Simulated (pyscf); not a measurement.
Structures and frequencies: ωB97X-D3(BJ)/def2-SVP in PySCF. Singlets are restricted, triplets unrestricted.

Singlet (Å):
```xyz
14

C      0.8571     0.3347    -0.4655
C     -0.3350     0.8931     0.3196
C     -0.7371    -0.0648     1.4467
C     -1.5252     1.1552    -0.6180
Ga    -2.1831    -0.5537    -1.5220
H      1.1549     1.0166    -1.2783
H      1.7347     0.1729     0.1815
H      0.6089    -0.6409    -0.9257
H     -0.0071     1.8397     0.7907
H     -1.0323    -1.0524     1.0434
H     -1.5936     0.3279     2.0181
H      0.0917    -0.2385     2.1524
H     -2.3670     1.6096    -0.0589
H     -1.2485     1.8890    -1.4007
```

Triplet (Å):
```xyz
14

C      0.1619    -1.2052    -0.5854
C     -0.9131    -0.2278    -1.0618
C     -0.3661     0.7472    -2.1051
C     -1.5842     0.4951     0.0976
Ga    -0.3205     1.7244     1.2201
H      0.5832    -1.7742    -1.4292
H     -0.2441    -1.9260     0.1430
H      0.9865    -0.6546    -0.0996
H     -1.7176    -0.8202    -1.5436
H      0.4441     1.3561    -1.6666
H     -1.1509     1.4312    -2.4672
H      0.0452     0.2101    -2.9743
H     -1.9867    -0.1775     0.8717
H     -2.3722     1.1999    -0.2111
```

Problem. For these two minima of H₃C–CH(CH₃)–CH₂–Ga, which spin state lies lower at ωB97X-D3(BJ)/def2-TZVP, and by how much (electronic energies)?

Solution. The singlet, by 49.2 kcal/mol. Zero-point energy shifts E(triplet) − E(singlet) by 0.0 kcal/mol. The 7 functionals that were run give +40.7 (r²SCAN) to +49.2 kcal/mol (ωB97X-D3(BJ)). Other isomers of H₃C–CH(CH₃)–CH₂–Ga [singlet] were not searched in full and may lie lower. 

E(triplet) − E(singlet) by level (kcal/mol):

```
level                     gap
----------------------  -----
ωB97X-D3(BJ)/def2-TZVP  +49.2
PBE/def2-TZVP           +43.1
r²SCAN/def2-TZVP        +40.7
B3LYP-D3(BJ)/def2-TZVP  +46.1
PBE0-D3(BJ)/def2-TZVP   +42.6
M06-2X/def2-TZVP        +43.6
ωB97M-D3(BJ)/def2-TZVP  +48.7
HF/def2-TZVP            +31.1
```

The triplet is the lowest one reached from the SCF start used. Elements up to Kr have no core potential and no relativistic terms here.
